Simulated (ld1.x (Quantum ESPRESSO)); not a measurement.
# What one change does to a pseudopotential (Bi (Z = 83), ultrasoft)

- Element: Bi
- Generator: ld1.x (Quantum ESPRESSO) 7.5
- Type: ultrasoft
- Functional: revPBE
- Relativity: scalar-relativistic
- Frozen core: [Xe] 4f14
- Valence charge: 15
- Reference configuration: 5d10 6s1.75 6p3.25
- Partial waves: 6s (bound): rcut 1.55, rcutus 2.00 bohr; 6s channel at 1.75 Ry: rcut 1.55, rcutus 2.00 bohr; 6p (bound): rcut 2.25, rcutus 2.50 bohr; 6p channel at 3.45 Ry: rcut 2.25, rcutus 2.50 bohr; 5d (bound): rcut 1.60, rcutus 1.95 bohr; 5d channel at -1.7 Ry: rcut 1.60, rcutus 1.95 bohr
- Local potential: all-electron potential smoothed inside 1.85 bohr (lloc = -1)
- Core correction: none
- Augmentation charge: PSQ, inside the norm-conserving radii

Change: waves 6s (bound): rcut 1.55, rcutus 2.28 bohr; 6s channel at 1.75 Ry: rcut 1.55, rcutus 2.28 bohr.

Cutoffs: the cutoffs (Ry, on a coarse ladder) from which the occupation-weighted sum of valence levels, in a spherical-Bessel basis at the reference potential, stays within 10 and 1 mRy of its value at 400 Ry; they do not see the model core or the augmentation charge, which bear on the density cutoff. Errors are all-electron minus pseudo energies relative to the spin-unpolarised reference configuration.

Question: Predict the effect on cutoff, ghosts and configuration errors.

Answer: The potential gets neither clearly harder nor softer (35 Ry and 55 Ry → 35 Ry and 55 Ry); a bound ghost appears in s, which as a rule spoils a file; the number of tests with a reliable result goes from 7 to 1 (the test run of the changed file stopped, so its transferability is not established).

| quantity | base | changed |
| --- | --- | --- |
| cutoff, loose | 35 Ry | 35 Ry |
| cutoff, tight | 55 Ry | 55 Ry |
| loose cutoff by channel (10 mRy a level) | s 8 Ry, p 6 Ry, d 25 Ry | s 6 Ry, p 6 Ry, d 25 Ry |
| bound ghosts | none | s |
| tests with a reliable result | 7 of 7 | 1 of 7 (the test run stopped) |
| error for 5d10 6s2 6p3, meV [ΔE -2.49 eV] | +0.8 | +0.9 |
| s: phases at 2.68 bohr within 0.05 rad from the reference energy up to (Ry; the scan ends near 5) | to the end of the scan | to the end of the scan |
| p: phases at 2.68 bohr within 0.05 rad from the reference energy up to (Ry; the scan ends near 5) | 4.6 | 4.6 |
| d: phases at 2.68 bohr within 0.05 rad from the reference energy up to (Ry; the scan ends near 5) | to the end of the scan | to the end of the scan |
| lowest overlap eigenvalue by channel | s 0.43, p 0.57, d 1.00 | s 0.35, p 0.57, d 1.00 |

 A true bound ghost makes a file unfit for plane-wave use even where its test errors are small: the radial tests pick states by their node count and pass the ghost by.
